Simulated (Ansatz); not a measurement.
C$_{5}$H$_{10}$NO (SMILES CN1CCCC1=[OH+]), charge +1, singlet, geometry from GFN2-xTB, with bond 10-1 at 1.8 times its length; Ansatz (a quantum-chemistry and plane-wave program) with CASSCF(4,4)/STO-3G.

Here is a job for Ansatz.
Ansatz 0.2 input:
```yaml
crystal:
  periodic: [false, false, false]
  atoms:
    - {symbol: C, position_ang: [2.10168079, -0.10953776, -0.20484736]}
    - {symbol: N, position_ang: [0.67766634, -0.21888135, -0.04304488]}
    - {symbol: C, position_ang: [0.05389423, -1.50395494, 0.23190587]}
    - {symbol: C, position_ang: [-1.39150696, -1.14620253, 0.60302857]}
    - {symbol: C, position_ang: [-1.58070813, 0.26820468, 0.03210657]}
    - {symbol: C, position_ang: [-0.18216746, 0.74109291, -0.15959477]}
    - {symbol: O, position_ang: [0.19270897, 1.95690941, -0.43669971]}
    - {symbol: H, position_ang: [2.36938743, 0.91550086, -0.45071977]}
    - {symbol: H, position_ang: [2.60112986, -0.40374491, 0.71880644]}
    - {symbol: H, position_ang: [2.69887471, -1.30613224, -1.64152944]}
    - {symbol: H, position_ang: [0.11164356, -2.12851994, -0.66463651]}
    - {symbol: H, position_ang: [0.58616761, -2.01271167, 1.03661500]}
    - {symbol: H, position_ang: [-2.10425793, -1.85596943, 0.19289563]}
    - {symbol: H, position_ang: [-1.51416602, -1.13415907, 1.68508485]}
    - {symbol: H, position_ang: [-2.15380058, 0.92062126, 0.69200106]}
    - {symbol: H, position_ang: [-2.09077733, 0.25255972, -0.93648954]}
    - {symbol: H, position_ang: [-0.53127273, 2.60001541, -0.49123446]}
basis:
  gaussian:
    orbitals: STO-3G
hamiltonian:
  xc: hf
total_charge: 1
magnetization: {spin_polarized: false}
correlation: {active_space: {window: {electrons: 4, orbitals: 4}}}
```

The log (banner, timings and long lists left out):

```
Functional definition: HF
642 factors; integrals over basis functions are off by at most 3.8e-5 eV
mean field evaluation 1: about -8707.8328 eV, gradient 2.5e1 eV
mean field evaluation 2: about -8708.2567 eV, gradient 2.5e1 eV
mean field evaluation 4: about -8710.4245 eV, gradient 2.1e0 eV
mean field evaluation 8: about -8710.4436 eV, gradient 4.8e-2 eV
mean field -8710.44356826 eV, -320.1028969830 hartree, gradient 1.1e-6 eV, S^2 0.000000; 0 other end points of the search recorded, 0 dependent functions left out
reference -8710.44356826 eV, -320.1028969830 hartree; 27, 27 occupied and 18, 18 virtual orbitals, 642 factors
state -8713.35290516 eV, -320.2098131420 hartree
Total energy: -8713.35290516 eV, -320.2098131420 hartree
```
